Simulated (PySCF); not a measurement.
PySCF input file for ethylene glycol cation (C2H6O2), SMILES C(CO)O (connectivity only; charge and spin as stated), charge +1, multiplicity 2, TDA-ωB97X/def2-SVPD. Geometry optimised at r2SCAN-D4/def2-SVP. The spin state was assumed, not searched. The values are those of a single conformer.

```python
import numpy as np
from pyscf import gto, scf, dft, tdscf

mol = gto.M(
    atom='''
    O     1.54599941   -0.28223464    0.19740426
    C     0.72365536    0.69680062   -0.18224403
    C    -0.88372891    0.03235911   -0.51459414
    O    -1.44861909   -0.36590259    0.62092408
    H     2.06425619   -0.64775446   -0.54431294
    H     0.47769563    1.36325116    0.65681672
    H     0.94738811    1.19165109   -1.14184352
    H    -1.35952387    0.95047250   -0.89331773
    H    -0.67550345   -0.74357971   -1.26939056
    H    -1.27291379   -1.30390096    0.82645022
    ''',
    basis='def2-SVPD',
    charge=1,
    spin=1,
    max_memory=1600,
    verbose=4,
)
mf = dft.UKS(mol, xc='wb97x').density_fit(auxbasis='def2-universal-jkfit')
mf.grids.level = 3
mf.conv_tol = 1e-9
mf.max_cycle = 100
mf.kernel()
fine, coarse = mf.grids, dft.Grids(mol).set(level=1).build(with_non0tab=True)
for _ in range(3):  # follow internal instabilities
    mf.grids = coarse
    mo, _, stable, _ = mf.stability(return_status=True, nroots=4)
    mf.grids = fine
    if stable:
        break
    mf.kernel(mf.make_rdm1(mo, mf.mo_occ))
mf.grids = dft.Grids(mol).set(level=1).build(with_non0tab=True)  # coarser grid for the response kernel
td = tdscf.TDA(mf)
td.nstates = 10
td.conv_tol = 1e-4
td.kernel(x0=td.get_init_guess(mf, 15))
td.analyze()
```

Output:

```
PySCF version 2.14.0

[INPUT] verbose = 4
[INPUT] num. atoms = 10
[INPUT] num. electrons = 33
[INPUT] charge = 1
[INPUT] spin (= nelec alpha-beta = 2S) = 1
[INPUT] symmetry False subgroup None
[INPUT] Mole.unit = angstrom
[INPUT] Symbol           X                Y                Z      unit          X                Y                Z       unit  Magmom
[INPUT]  1 O      1.545999410000  -0.282234640000   0.197404260000 AA    2.921515473639  -0.533346172465   0.373039987222 Bohr   0.0
[INPUT]  2 C      0.723655360000   0.696800620000  -0.182244030000 AA    1.367510438974   1.316762335227  -0.344391304537 Bohr   0.0
[INPUT]  3 C     -0.883728910000   0.032359110000  -0.514594140000 AA   -1.670005608260   0.061149855535  -0.972441989906 Bohr   0.0
[INPUT]  4 O     -1.448619090000  -0.365902590000   0.620924080000 AA   -2.737493338917  -0.691455683369   1.173376455348 Bohr   0.0
[INPUT]  5 H      2.064256190000  -0.647754460000  -0.544312940000 AA    3.900878850038  -1.224078525366  -1.028602382657 Bohr   0.0
[INPUT]  6 H      0.477695630000   1.363251160000   0.656816720000 AA    0.902713911602   2.576171331396   1.241203714835 Bohr   0.0
[INPUT]  7 H      0.947388110000   1.191651090000  -1.141843520000 AA    1.790304061569   2.251894196139  -2.157771529909 Bohr   0.0
[INPUT]  8 H     -1.359523870000   0.950472500000  -0.893317730000 AA   -2.569127774109   1.796132713931  -1.688125851918 Bohr   0.0
[INPUT]  9 H     -0.675503450000  -0.743579710000  -1.269390560000 AA   -1.276516516699  -1.405162003684  -2.398800503508 Bohr   0.0
[INPUT] 10 H     -1.272913790000  -1.303900960000   0.826450220000 AA   -2.405458443282  -2.464015707957   1.561764571387 Bohr   0.0

nuclear repulsion = 130.823809901927
number of shells = 58
number of NR pGTOs = 186
number of NR cGTOs = 134
basis = def2-SVPD
ecp = {}


[settings echo left out]
init E= -230.351946976223
  alpha nocc = 17  HOMO = -0.256227045978721  LUMO = 0.0347352206806817
  beta  nocc = 16  HOMO = -0.396500495818463  LUMO = -0.256227045978719

WARN: HOMO -0.256227045978721 >= LUMO -0.256227045978719

cycle= 1 E= -229.562882420491  delta_E= 0.789  |g|= 0.529  |ddm|= 2.45
  alpha nocc = 17  HOMO = -0.597953240258754  LUMO = -0.122308186903948
  beta  nocc = 16  HOMO = -0.6346931203024  LUMO = -0.365599386903415
  HOMO = -0.597953240259  LUMO = -0.365599386903  gap/eV = 6.32267
cycle= 2 E= -229.560316306693  delta_E= 0.00257  |g|= 0.597  |ddm|= 0.875
  alpha nocc = 17  HOMO = -0.620958425694262  LUMO = -0.106049741891985
  beta  nocc = 16  HOMO = -0.687453142880369  LUMO = -0.343964956707111
  HOMO = -0.620958425694  LUMO = -0.343964956707  gap/eV = 7.53738
cycle= 3 E= -229.690515009115  delta_E= -0.13  |g|= 0.0516  |ddm|= 0.478
  alpha nocc = 17  HOMO = -0.602655569639719  LUMO = -0.0941185493767862
  beta  nocc = 16  HOMO = -0.663324727856609  LUMO = -0.318645282905608
  HOMO = -0.60265556964  LUMO = -0.318645282906  gap/eV = 7.72831
cycle= 4 E= -229.691665698995  delta_E= -0.00115  |g|= 0.0173  |ddm|= 0.0917
  alpha nocc = 17  HOMO = -0.607560689049266  LUMO = -0.0937362971134537
  beta  nocc = 16  HOMO = -0.666209020289549  LUMO = -0.320602191327824
  HOMO = -0.607560689049  LUMO = -0.320602191328  gap/eV = 7.80854
cycle= 5 E= -229.691856600595  delta_E= -0.000191  |g|= 0.00603  |ddm|= 0.0284
  alpha nocc = 17  HOMO = -0.6064668016801  LUMO = -0.093551582554745
  beta  nocc = 16  HOMO = -0.664337530451512  LUMO = -0.318834103302612
  HOMO = -0.60646680168  LUMO = -0.318834103303  gap/eV = 7.82688
cycle= 6 E= -229.69188989915  delta_E= -3.33e-05  |g|= 0.00296  |ddm|= 0.0115
  alpha nocc = 17  HOMO = -0.606574792978853  LUMO = -0.0934687246617543
  beta  nocc = 16  HOMO = -0.663911369354283  LUMO = -0.318765488653853
  HOMO = -0.606574792979  LUMO = -0.318765488654  gap/eV = 7.83169
cycle= 7 E= -229.691899557553  delta_E= -9.66e-06  |g|= 0.00186  |ddm|= 0.00513
  alpha nocc = 17  HOMO = -0.606859757456421  LUMO = -0.0935467731711519
  beta  nocc = 16  HOMO = -0.663789452154088  LUMO = -0.318939960419503
  HOMO = -0.606859757456  LUMO = -0.31893996042  gap/eV = 7.83470
cycle= 8 E= -229.691904030838  delta_E= -4.47e-06  |g|= 0.000622  |ddm|= 0.00379
  alpha nocc = 17  HOMO = -0.606858285331879  LUMO = -0.09356953119996
  beta  nocc = 16  HOMO = -0.66365533948227  LUMO = -0.318914635848157
  HOMO = -0.606858285332  LUMO = -0.318914635848  gap/eV = 7.83535
cycle= 9 E= -229.691904851866  delta_E= -8.21e-07  |g|= 0.000142  |ddm|= 0.00205
  alpha nocc = 17  HOMO = -0.606846641436797  LUMO = -0.0935618706748436
  beta  nocc = 16  HOMO = -0.663637466269603  LUMO = -0.318929164115551
  HOMO = -0.606846641437  LUMO = -0.318929164116  gap/eV = 7.83463
cycle= 10 E= -229.6919049058  delta_E= -5.39e-08  |g|= 5.91e-05  |ddm|= 0.000504
  alpha nocc = 17  HOMO = -0.606840367256944  LUMO = -0.0935598443228165
  beta  nocc = 16  HOMO = -0.663633239963096  LUMO = -0.318932562918755
  HOMO = -0.606840367257  LUMO = -0.318932562919  gap/eV = 7.83437
cycle= 11 E= -229.691904915945  delta_E= -1.01e-08  |g|= 2.79e-05  |ddm|= 0.000212
  alpha nocc = 17  HOMO = -0.606839816364622  LUMO = -0.0935582146518139
  beta  nocc = 16  HOMO = -0.663634596949756  LUMO = -0.318932288689881
  HOMO = -0.606839816365  LUMO = -0.31893228869  gap/eV = 7.83436
cycle= 12 E= -229.691904918466  delta_E= -2.52e-09  |g|= 1.31e-05  |ddm|= 0.000115
  alpha nocc = 17  HOMO = -0.606840218492021  LUMO = -0.0935573524808881
  beta  nocc = 16  HOMO = -0.663635563576952  LUMO = -0.318931880998758
  HOMO = -0.606840218492  LUMO = -0.318931880999  gap/eV = 7.83438
cycle= 13 E= -229.691904918983  delta_E= -5.17e-10  |g|= 5.57e-06  |ddm|= 5.72e-05
  alpha nocc = 17  HOMO = -0.606841018028992  LUMO = -0.0935575731948113
  beta  nocc = 16  HOMO = -0.663636542540769  LUMO = -0.3189324122896
  HOMO = -0.606841018029  LUMO = -0.31893241229  gap/eV = 7.83439
Extra cycle  E= -229.691904919021  delta_E= -3.81e-11  |g|= 3.5e-06  |ddm|= 1.3e-05
converged SCF energy = -229.691904919021  <S^2> = 0.75564252  2S+1 = 2.0056346
tot grids = 35552
uhf_internal: lowest eigs of H = [0.24320108 0.25510376 0.26565544 0.41823983]
<class 'pyscf.df.df_jk.DFUKS'> wavefunction is stable in the internal stability analysis
tot grids = 35552


******** <class 'pyscf.tdscf.uks.TDA'> for <class 'pyscf.df.df_jk.DFUKS'> ********
nstates = 10
deg_eia_thresh = 1.000e-03
wfnsym = None
conv_tol = 0.0001
eigh lindep = 1e-12
eigh level_shift = 0
eigh max_cycle = 100


Excitation energies (eV)
[3.50586067 3.60483035 3.9318315  6.09015489 6.60703004 6.86783414
 8.42557641 8.59779618 8.96019968 9.10474727]

** Excitation energies and oscillator strengths **
Excited State   1:      3.50586 eV    353.65 nm  f=0.0027
      14b ->   17b      0.22572
      15b ->   17b      0.92882
      16b ->   17b      0.26392
Excited State   2:      3.60483 eV    343.94 nm  f=0.0101
      14b ->   17b     -0.82813
      15b ->   17b      0.32746
      16b ->   17b     -0.43356
Excited State   3:      3.93183 eV    315.33 nm  f=0.1304
      14b ->   17b      0.49712
      15b ->   17b      0.12269
      16b ->   17b     -0.82756
Excited State   4:      6.09015 eV    203.58 nm  f=0.0291
      12b ->   17b     -0.41341
      13b ->   17b     -0.88868
Excited State   5:      6.60703 eV    187.65 nm  f=0.0503
      12b ->   17b     -0.89248
      13b ->   17b      0.39624
Excited State   6:      6.86783 eV    180.53 nm  f=0.0093
      11b ->   17b     -0.98619
Excited State   7:      8.42558 eV    147.15 nm  f=0.0056
      14a ->   19a     -0.15342
      17a ->   18a     -0.93623
      17a ->   28a     -0.11299
Excited State   8:      8.59780 eV    144.20 nm  f=0.0135
      17a ->   18a      0.12310
      17a ->   21a     -0.22965
      10b ->   17b      0.93450
Excited State   9:      8.96020 eV    138.37 nm  f=0.1159
      14a ->   18a      0.14535
      17a ->   19a      0.62536
      17a ->   20a     -0.19090
      17a ->   21a      0.59204
      17a ->   22a     -0.14130
      10b ->   17b      0.25738
      16b ->   18b     -0.16261
Excited State  10:      9.10475 eV    136.18 nm  f=0.1153
      14a ->   18a      0.20568
      17a ->   19a      0.65630
      17a ->   20a      0.34647
      17a ->   21a     -0.50358
      17a ->   22a      0.14642
      17a ->   25a     -0.13911
      10b ->   17b     -0.12865

** Transition electric dipole moments (AU) **
state          X           Y           Z        Dip. S.      Osc.
  1         0.1597      0.0612     -0.0480      0.0316      0.0027
  2        -0.3304     -0.0741     -0.0160      0.1149      0.0101
  3        -1.1448     -0.0821      0.1922      1.3542      0.1304
  4        -0.2084      0.3225     -0.2178      0.1949      0.0291
  5         0.0561     -0.3407      0.4376      0.3107      0.0503
  6        -0.1988     -0.0327      0.1222      0.0555      0.0093
  7        -0.1290      0.0227      0.0992      0.0270      0.0056
  8        -0.1520      0.1981      0.0418      0.0641      0.0135
  9         0.6795      0.2183      0.1368      0.5281      0.1159
 10        -0.6656     -0.2716      0.0132      0.5169      0.1153

** Transition velocity dipole moments (imaginary part, AU) **
state          X           Y           Z        Dip. S.      Osc.
  1         0.0087      0.0135      0.0104      0.0004      0.0019
  2         0.0075     -0.0008     -0.0086      0.0001      0.0007
  3        -0.0092     -0.0340     -0.0067      0.0013      0.0059
  4        -0.0096      0.0033      0.0187      0.0005      0.0013
  5         0.0084     -0.0169      0.0069      0.0004      0.0011
  6        -0.0168      0.0112      0.0035      0.0004      0.0011
  7        -0.0255      0.0126      0.0108      0.0009      0.0020
  8        -0.0484      0.0125     -0.0011      0.0025      0.0053
  9         0.1778      0.0583      0.0432      0.0369      0.0747
 10        -0.1363     -0.0554      0.0136      0.0218      0.0435

** Transition magnetic dipole moments (imaginary part, AU) **
state          X           Y           Z
  1         0.0123      0.4968     -0.5377
  2        -0.3972      0.5088      0.0787
  3         0.2202     -0.1804     -0.5038
  4        -0.1304      0.2569      0.2930
  5        -0.1934      0.1578      0.3057
  6         0.0991     -0.3195      0.2057
  7        -0.0287      0.1599     -0.3597
  8        -0.0394     -0.0293      0.2527
  9        -0.1534      0.2468      0.4120
 10         0.3798     -0.5737     -0.6388
```

The run converged.

Cost: very roughly 4 core-minutes.
